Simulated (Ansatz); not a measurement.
Ideal-gas functions of BrFHInS, SMILES `[F][In]([SH])[Br]` at 298.15 K and 1 bar, from an Ansatz frequency run at PBE0-D4/def2-TZVP.

Molar mass 246.8 g/mol, point group Cs (symmetry number 1), electronic degeneracy 1, moments of inertia 158.516, 496.673, 655.189 u Å². Harmonic wavenumbers (cm⁻¹, unscaled): 68, 107, 115, 237, 256, 373, 603, 706, 2707.

Use S(trans) = R[1.5 ln M + 2.5 ln T − 1.1517]; rotational temperatures θ = 24.2544 K / I; S(rot) = R[ln(√π/σ · √(T³/θAθBθC)) + 1.5]; for each mode x = 1.438777 ν̃/T, S = R[x/(eˣ − 1) − ln(1 − e⁻ˣ)] and H = RT x/(eˣ − 1); 1 cm⁻¹ = 0.0119627 kJ/mol; R = 8.31446 J/(mol·K).

**Question.** By hand: the entropy, in J/(mol·K).

**Answer.** Translation 177.6. Rotation: θ = 0.153, 0.0488, 0.037 K, giving 122.4. Vibration, mode by mode: 17.62, 13.90, 13.32, 7.64, 7.07, 4.47, 1.86, 1.25, 0.00, in all 67.1. Electronic 0.0. Sum 367.1 J/(mol·K).

**Question.** By hand: H − E and G − E in kJ/mol, counted from the electronic energy.

**Answer.** Zero-point energy ½ × 5172 × 0.0119627 = 30.9; thermal vibration 10.0; translation, rotation and pV give 4 RT = 9.9. H − E = 50.8 kJ/mol, and G − E = 50.8 − 298.15 × 367.1/1000 = -58.7 kJ/mol.

Vibration gives 18 % of the entropy, 44.8 J/(mol·K) of it from the modes under 150 cm⁻¹: soft modes count most, and the harmonic formula is weakest for them. The sum counts one conformer and one mirror image; others add a mixing term.
